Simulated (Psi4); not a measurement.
Calculation: SAPT0/jun-cc-pVDZ, frozen core in Psi4 1.11.

Psi4 input:

```
molecule {
0 1
H 0.37192002 0.00000000 -0.00000000
H -0.37192002 -0.00000000 0.00000000
--
0 1
Cl -3.26210645 -0.24998272 -1.69433138
B -3.22010979 -0.24004137 0.05018952
Cl -3.07893906 -1.74186538 0.92751466
Cl -3.31879428 1.27118421 0.91719451
units angstrom
symmetry c1
no_reorient
no_com
}
set basis jun-cc-pvdz
set scf_type df
set freeze_core true
energy('sapt0')
```

Part of the output:

```
    SAPT Results
  --------------------------------------------------------------------------------------------------------
    Electrostatics                  0.38136198 [mEh]       0.23930825 [kcal/mol]       1.00126574 [kJ/mol]
      Elst10,r                      0.38136198 [mEh]       0.23930825 [kcal/mol]       1.00126574 [kJ/mol]

    Exchange                        1.84227485 [mEh]       1.15604492 [kcal/mol]       4.83689194 [kJ/mol]
      Exch10                        1.84227485 [mEh]       1.15604492 [kcal/mol]       4.83689194 [kJ/mol]
      Exch10(S^2)                   1.83784326 [mEh]       1.15326406 [kcal/mol]       4.82525682 [kJ/mol]

    Induction                      -0.34017808 [mEh]      -0.21346497 [kcal/mol]      -0.89313742 [kJ/mol]
      Ind20,r                      -0.57815320 [mEh]      -0.36279661 [kcal/mol]      -1.51794103 [kJ/mol]
      Exch-Ind20,r                  0.37971311 [mEh]       0.23827358 [kcal/mol]       0.99693664 [kJ/mol]
      delta HF,r (2)               -0.14173799 [mEh]      -0.08894193 [kcal/mol]      -0.37213303 [kJ/mol]

    Dispersion                     -1.23367229 [mEh]      -0.77414105 [kcal/mol]      -3.23900616 [kJ/mol]
      Disp20                       -1.33982747 [mEh]      -0.84075443 [kcal/mol]      -3.51771653 [kJ/mol]
      Exch-Disp20                   0.10615517 [mEh]       0.06661338 [kcal/mol]       0.27871037 [kJ/mol]
      Disp20 (SS)                  -0.66991373 [mEh]      -0.42037721 [kcal/mol]      -1.75885826 [kJ/mol]
      Disp20 (OS)                  -0.66991373 [mEh]      -0.42037721 [kcal/mol]      -1.75885826 [kJ/mol]
      Exch-Disp20 (SS)              0.06040831 [mEh]       0.03790679 [kcal/mol]       0.15860200 [kJ/mol]
      Exch-Disp20 (OS)              0.04574686 [mEh]       0.02870659 [kcal/mol]       0.12010837 [kJ/mol]

  Total HF                          1.88345875 [mEh]       1.18188821 [kcal/mol]       4.94502026 [kJ/mol]
  Total SAPT0                       0.64978645 [mEh]       0.40774716 [kcal/mol]       1.70601410 [kJ/mol]
```
